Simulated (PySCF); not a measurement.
B(H)(Br)(OH) (BBrH₂O), SMILES OBBr. Atoms are numbered in the order given.

```xyz
5

B      0.5969     1.1011     0.0000
H      1.7644     1.2936     0.0000
Br    -0.0424    -0.7352     0.0000
O     -0.2589     2.1308     0.0000
H     -1.1923     1.8844     0.0000
```

Geometry optimised at B3LYP-D3(BJ)/def2-TZVP. Other conformers were not sampled.

All values below come from KT2/pcSseg-2 run with PySCF.

GIAO shieldings, no solvent; atoms alike by connectivity are averaged. δ = σ(ref) − σ: ¹¹B against BF3 (σ = 89.2 ppm); ¹H against TMS (σ = 31.47 ppm); ¹⁷O against H2O (σ = 324.0 ppm), references at their B3LYP-D3(BJ)/def2-TZVP geometries, non-relativistic (without spin–orbit terms, shifts of atoms bonded to Cl or Br come out too high).

```csv
nucleus,atoms,count,δ (ppm)
¹¹B,B1,1,31.7
¹H,H5,1,6.21
¹H,H2,1,5.85
¹⁷O,O4,1,209.7
```
